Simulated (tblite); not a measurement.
Species: C5H12BNO2.
Numbering: `[CH3:1][B:2]([NH:3][CH:4]=[O:5])[O:6][CH:7]([CH3:8])[CH3:9]` (hydrogens: H10, H11, H12 on C1; H13 on N3; H14 on C4; H15 on C7; H16, H17, H18 on C8; H19, H20, H21 on C9)

Computed with GFN2-xTB (tblite), gas phase: L-BFGS steps from a force-field or distance-geometry start until the largest atomic force falls under 0.01 eV/Å.

Step 29: E = -793.7720 eV
```
atom  x, y, z in Å  |  force x, y, z in eV/Å
C1     -1.0678   -1.7098   -0.7924    0.009   0.021   0.034
B2     -0.9818   -0.4346    0.1519    0.208   0.006   0.005
N3     -2.2137    0.0019    0.8730   -0.063  -0.079  -0.025
C4     -3.1091    0.7058    0.1612   -0.079  -0.077  -0.032
O5     -3.0379    0.9113   -1.0265   -0.050   0.009  -0.033
O6      0.0471    0.3579    0.4018   -0.040   0.068  -0.067
C7      1.3171    0.4383   -0.2325   -0.058  -0.021   0.058
C8      1.9149    1.7981    0.1680    0.005  -0.030  -0.011
C9      2.1887   -0.7362    0.2039   -0.001   0.001   0.047
H10    -0.2912   -1.7385   -1.5551   -0.108   0.005   0.014
H11    -2.0415   -1.7600   -1.2742    0.103   0.010  -0.044
H12    -0.9695   -2.6131   -0.1888    0.001   0.014  -0.041
H13    -2.3044   -0.0072    1.8754    0.033   0.037  -0.023
H14    -3.9542    1.0722    0.7656   -0.161   0.098   0.114
H15     1.1544    0.3995   -1.3199    0.070  -0.047   0.088
H16     1.3511    2.1895    1.0139    0.047  -0.035  -0.053
H17     2.9553    1.7039    0.4681   -0.005  -0.019  -0.081
H18     1.8413    2.5111   -0.6495    0.018  -0.021   0.059
H19     2.3173   -0.7078    1.2822    0.061   0.028   0.059
H20     3.1613   -0.6853   -0.2761    0.006   0.005  -0.011
H21     1.7135   -1.6803   -0.0504    0.005   0.026  -0.057
```

Step 30: E = -793.7772 eV
```
atom  x, y, z in Å  |  force x, y, z in eV/Å
C1     -1.0644   -1.7058   -0.8001    0.008  -0.034   0.003
B2     -0.9787   -0.4361    0.1451    0.154   0.050   0.020
N3     -2.2131   -0.0139    0.8702   -0.079  -0.023  -0.022
C4     -3.1095    0.6965    0.1645   -0.138  -0.052  -0.020
O5     -3.0546    0.9002   -1.0244   -0.020  -0.018  -0.020
O6      0.0412    0.3668    0.3954    0.004   0.079  -0.058
C7      1.3131    0.4419   -0.2323    0.043  -0.013   0.028
C8      1.9205    1.7989    0.1667    0.000  -0.027  -0.006
C9      2.1788   -0.7352    0.2108    0.024   0.007   0.066
H10    -0.2952   -1.7489   -1.5669   -0.037   0.051  -0.008
H11    -2.0375   -1.7551   -1.2798    0.036   0.012  -0.052
H12    -0.9689   -2.6061   -0.1948   -0.007  -0.048   0.000
H13    -2.2896    0.0008    1.8745    0.042   0.022  -0.048
H14    -3.9465    1.0723    0.7768   -0.132   0.077   0.113
H15     1.1611    0.4027   -1.3210    0.040  -0.056   0.082
H16     1.3613    2.1882    1.0165    0.057  -0.017  -0.046
H17     2.9638    1.7022    0.4601   -0.048  -0.031  -0.084
H18     1.8464    2.5154   -0.6485    0.004  -0.042   0.075
H19     2.3113   -0.6982    1.2883    0.046   0.025   0.070
H20     3.1531   -0.6897   -0.2679   -0.023  -0.015  -0.024
H21     1.6982   -1.6800   -0.0331    0.025   0.053  -0.070
```

Step 31: E = -793.7814 eV
```
atom  x, y, z in Å  |  force x, y, z in eV/Å
C1     -1.0615   -1.7029   -0.8050    0.009  -0.060  -0.011
B2     -0.9741   -0.4363    0.1411    0.011   0.049   0.017
N3     -2.2148   -0.0265    0.8667   -0.077   0.036  -0.050
C4     -3.1133    0.6892    0.1659   -0.145  -0.025   0.006
O5     -3.0679    0.8935   -1.0233   -0.022  -0.040   0.012
O6      0.0369    0.3744    0.3914    0.057   0.096  -0.026
C7      1.3105    0.4439   -0.2304    0.114   0.000   0.011
C8      1.9246    1.7981    0.1657    0.002  -0.020  -0.002
C9      2.1727   -0.7342    0.2166    0.039   0.010   0.077
H10    -0.2991   -1.7563   -1.5755    0.035   0.079  -0.031
H11    -2.0335   -1.7512   -1.2843   -0.019   0.018  -0.047
H12    -0.9682   -2.6009   -0.1984   -0.012  -0.093   0.027
H13    -2.2796    0.0072    1.8715    0.044   0.008  -0.046
H14    -3.9439    1.0737    0.7866   -0.076   0.035   0.075
H15     1.1656    0.4033   -1.3189    0.018  -0.062   0.044
H16     1.3703    2.1870    1.0175    0.051   0.002  -0.015
H17     2.9695    1.6997    0.4523   -0.049  -0.043  -0.072
H18     1.8502    2.5168   -0.6471   -0.013  -0.039   0.055
H19     2.3095   -0.6919    1.2934    0.030   0.015   0.070
H20     3.1470   -0.6908   -0.2628   -0.030  -0.026  -0.031
H21     1.6900   -1.6791   -0.0234    0.032   0.060  -0.063
```

Step 32: E = -793.7851 eV
```
atom  x, y, z in Å  |  force x, y, z in eV/Å
C1     -1.0589   -1.7017   -0.8092    0.011  -0.062  -0.010
B2     -0.9698   -0.4361    0.1381   -0.097   0.065   0.004
N3     -2.2172   -0.0365    0.8634   -0.036   0.072  -0.024
C4     -3.1190    0.6820    0.1678   -0.132   0.015   0.024
O5     -3.0792    0.8860   -1.0218   -0.052  -0.051   0.042
O6      0.0341    0.3840    0.3857    0.043   0.052  -0.001
C7      1.3104    0.4459   -0.2292    0.128   0.001  -0.005
C8      1.9281    1.7973    0.1646    0.011  -0.006   0.004
C9      2.1679   -0.7333    0.2233    0.054   0.007   0.060
H10    -0.3019   -1.7603   -1.5833    0.085   0.089  -0.035
H11    -2.0302   -1.7472   -1.2894   -0.047   0.021  -0.028
H12    -0.9681   -2.5992   -0.2019   -0.015  -0.106   0.027
H13    -2.2696    0.0133    1.8690    0.040  -0.004  -0.070
H14    -3.9433    1.0756    0.7968   -0.018  -0.014   0.017
H15     1.1717    0.4026   -1.3173    0.008  -0.066   0.008
H16     1.3781    2.1857    1.0180    0.039   0.017   0.025
H17     2.9735    1.6976    0.4446   -0.013  -0.051  -0.049
H18     1.8529    2.5183   -0.6445   -0.029  -0.020   0.013
H19     2.3079   -0.6858    1.2998    0.019   0.000   0.057
H20     3.1414   -0.6940   -0.2591   -0.037  -0.030  -0.019
H21     1.6821   -1.6774   -0.0156    0.038   0.070  -0.040
```

Problem. Estimate the geometry and energy of step 33. (The exact step hangs on the optimiser's Hessian estimate; all steps are aligned on step 32, rigid shifts and turns removed.)

Solution. E = -793.7887 eV, largest force 0.198 eV/Å
```
atom  x, y, z in Å  |  force x, y, z in eV/Å
C1     -1.0567   -1.7016   -0.8121    0.010  -0.036  -0.007
B2     -0.9671   -0.4336    0.1355   -0.195   0.015  -0.031
N3     -2.2209   -0.0426    0.8594    0.005   0.103  -0.057
C4     -3.1279    0.6770    0.1692   -0.063   0.035   0.038
O5     -3.0905    0.8808   -1.0205   -0.093  -0.053   0.050
O6      0.0333    0.3896    0.3836    0.037   0.041   0.024
C7      1.3122    0.4467   -0.2269    0.080   0.005   0.001
C8      1.9310    1.7959    0.1638    0.022   0.007   0.008
C9      2.1664   -0.7318    0.2297    0.043   0.008   0.047
H10    -0.3032   -1.7621   -1.5896    0.104   0.086  -0.014
H11    -2.0278   -1.7444   -1.2939   -0.047   0.019  -0.002
H12    -0.9679   -2.5989   -0.2032   -0.016  -0.086   0.006
H13    -2.2605    0.0163    1.8643    0.020  -0.003  -0.024
H14    -3.9459    1.0784    0.8045    0.013  -0.056  -0.019
H15     1.1746    0.3999   -1.3135    0.011  -0.067  -0.041
H16     1.3864    2.1851    1.0187    0.026   0.026   0.062
H17     2.9765    1.6929    0.4361    0.039  -0.046  -0.019
H18     1.8550    2.5176   -0.6424   -0.044   0.010  -0.035
H19     2.3089   -0.6811    1.3061    0.011  -0.018   0.038
H20     3.1371   -0.6942   -0.2566    0.002  -0.032  -0.016
H21     1.6782   -1.6730   -0.0126    0.034   0.043  -0.007
```

The energy changes by -0.0036 eV. The first-order estimate −F·Δx gives -0.0051 eV and the mean of the old and new forces, exact on a quadratic surface, -0.0036 eV. The step makes an angle of 66° with the force vector and moves no atom by more than 0.013 Å.

The cost below is that of the whole relaxation. On one thread of an Arm Neoverse N1, no GPU (shared host), this took 1.6 s.
